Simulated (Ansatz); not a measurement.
One change: `[NH]=[Ta]([NH2])([NH2])[OH]` becomes `[NH]=[Ta]([NH2])([OH])[Cl]`.

Ansatz, PBE0-D4/def2-TZVP geometries, multiplicity 1. Each molecule was computed in one conformer, which needn't be the lowest.

Elements past krypton have def2 core potentials.

| property | `[NH]=[Ta]([NH2])([NH2])[OH]` |
| --- | --- |
| HOMO–LUMO gap (ωB97M-V/def2-TZVPP) / eV | 10.68 |
| LUMO energy (PBE0/def2-TZVPP) / eV | 0.17 |
| HOMO energy (ωB97M-V/def2-TZVPP) / eV | -9.30 |
| HOMO energy (B3LYP/def2-TZVPP) / eV | -6.73 |
| HOMO–LUMO gap (PBE0/def2-TZVPP) / eV | 7.15 |
| HOMO energy (PBE/def2-TZVPP) / eV | -5.58 |

Q: What does the change do to each property? (Estimate.)

A: Ansatz gave: 
| property | `[NH]=[Ta]([NH2])([OH])[Cl]` | shift |
| --- | --- | --- |
| HOMO–LUMO gap (ωB97M-V/def2-TZVPP) / eV | 11.30 | 0.62 |
| LUMO energy (PBE0/def2-TZVPP) / eV | -0.60 | -0.77 |
| HOMO energy (ωB97M-V/def2-TZVPP) / eV | -10.06 | -0.76 |
| HOMO energy (B3LYP/def2-TZVPP) / eV | -7.53 | -0.80 |
| HOMO–LUMO gap (PBE0/def2-TZVPP) / eV | 7.19 | 0.04 |
| HOMO energy (PBE/def2-TZVPP) / eV | -6.45 | -0.87 |

The zero-point energy changes by -60.3 kJ/mol with -6 modes.

B3LYP here is the variant with VWN-RPA as its local correlation; programs differ in this.
